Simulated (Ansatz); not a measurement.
A nudged elastic band was laid between two geometries of C2H6ClNSi (11 atoms, charge 0, multiplicity 1).

Level of theory: RKS B3LYP-D4/def2-SVP (Ansatz).

```json
{
  "movable images": "6",
  "climbing image": "no",
  "spring": "5.0 eV/Å²",
  "optimiser": "quadratic models (default)",
  "start path": "through a guess of the saddle point",
  "force threshold": "0.05 eV/Å",
  "iteration limit": "60",
  "end points": "relaxed"
}
```

Initial state:

```xyz
11
Properties=species:S:1:pos:R:3
N -1.440 -0.418 0.198
C -0.172 -0.840 0.103
C 0.931 -0.250 0.756
Si 1.421 1.145 -0.730
Cl -0.349 2.416 -0.407
H -2.098 -0.716 -0.515
H -1.592 0.533 0.539
H -0.010 -1.704 -0.547
H 1.809 -0.895 0.864
H 0.729 0.368 1.637
H 0.836 0.304 -1.877
```

Final state:

```xyz
11
Properties=species:S:1:pos:R:3
N -1.918 -1.057 0.475
C -0.781 -0.566 -0.097
C 0.189 0.169 0.505
Si 1.681 0.715 -0.408
Cl 1.693 2.790 -0.748
H -2.653 -1.437 -0.105
H -2.183 -0.759 1.406
H -0.674 -0.848 -1.152
H 2.946 0.440 0.329
H 0.056 0.448 1.558
H 1.709 0.048 -1.741
```

What changes between the two ends?

Bonds broken: C3–H9. Bonds formed: Si4–H9.

What energy profile does the band end with?

The run ended unconverged. The highest image is number 4 of 0 to 7, 1.23 eV above the first end and 2.13 eV above the last; the last end lies 0.90 eV below the first. The band didn't meet its force threshold, so its energies are provisional: the largest band force was still 0.05 eV/Å, and over the last iterations the top stayed at 1.23 eV. Neighbouring images lie up to 1.7 Å apart, so the band is torn or far too coarse. The orbitals stay closed-shell, which can raise the energy where a bond breaks towards radicals; this wasn't checked here.

| image | path coordinate (Å) | energy (eV) | C3–H9 (Å) | Si4–H9 (Å) |
| --- | --- | --- | --- | --- |
| 0 | 0.00 | 0.00 | 1.09 | 2.62 |
| 1 | 1.70 | 0.42 | 1.09 | 2.66 |
| 2 | 3.40 | 0.62 | 1.09 | 2.61 |
| 3 | 5.10 | 1.00 | 1.09 | 2.39 |
| 4 | 6.79 | 1.23 | 1.10 | 2.39 |
| 5 | 8.48 | 0.92 | 2.12 | 1.44 |
| 6 | 10.18 | -0.79 | 2.80 | 1.49 |
| 7 | 11.87 | -0.90 | 2.78 | 1.49 |

The run took 17 min on 2 threads of Arm Neoverse V1 (shared host), peak memory 0.25 GiB.
